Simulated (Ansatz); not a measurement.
C₁₀H₇FSSe, SMILES Fc1csc(/C=C/c2ccc[se]2)c1.

The structure is a stationary point at PBE0-D3(BJ)/def2-SVP. The structure was generated by enumeration; whether it is a known compound was not checked. Other conformers were not sampled.

Two levels are set side by side: PBE-D3(BJ)/def2-SVP (Ansatz, an electronic-structure program) and PBE0-D3(BJ)/def2-SVP (Ansatz). Each state was relaxed at each level; gas phase, no zero-point terms. Differences are taken from unrounded values.

```json
[
 {"quantity": "ionisation energy, vertical (eV)", "PBE0-D3(BJ)": "7.24", "PBE-D3(BJ)": "6.96", "PBE-D3(BJ) minus PBE0-D3(BJ)": "-0.28"},
 {"quantity": "ionisation energy, adiabatic (eV)", "PBE0-D3(BJ)": "7.05", "PBE-D3(BJ)": "6.83", "PBE-D3(BJ) minus PBE0-D3(BJ)": "-0.22"},
 {"quantity": "ionisation energy, four-point λ (meV)", "PBE0-D3(BJ)": "380", "PBE-D3(BJ)": "258", "PBE-D3(BJ) minus PBE0-D3(BJ)": "-122"},
 {"quantity": "electron affinity, vertical (eV)", "PBE0-D3(BJ)": "0.52", "PBE-D3(BJ)": "0.55", "PBE-D3(BJ) minus PBE0-D3(BJ)": "0.03"},
 {"quantity": "electron affinity, adiabatic (eV)", "PBE0-D3(BJ)": "0.69", "PBE-D3(BJ)": "0.67", "PBE-D3(BJ) minus PBE0-D3(BJ)": "-0.02"},
 {"quantity": "electron affinity, four-point λ (meV)", "PBE0-D3(BJ)": "329", "PBE-D3(BJ)": "234", "PBE-D3(BJ) minus PBE0-D3(BJ)": "-95"},
 {"quantity": "T1 energy, vertical (eV)", "PBE0-D3(BJ)": "2.09", "PBE-D3(BJ)": "1.89", "PBE-D3(BJ) minus PBE0-D3(BJ)": "-0.20"},
 {"quantity": "T1 energy, adiabatic (eV)", "PBE0-D3(BJ)": "1.60", "PBE-D3(BJ)": "1.59", "PBE-D3(BJ) minus PBE0-D3(BJ)": "-0.01"},
 {"quantity": "T1 energy, four-point λ (meV)", "PBE0-D3(BJ)": "966", "PBE-D3(BJ)": "594", "PBE-D3(BJ) minus PBE0-D3(BJ)": "-372"}
]
```

PBE spreads the added charge or spin over more of the molecule, so the geometry relaxes less. Differences between two approximate levels are no errors against the true value.
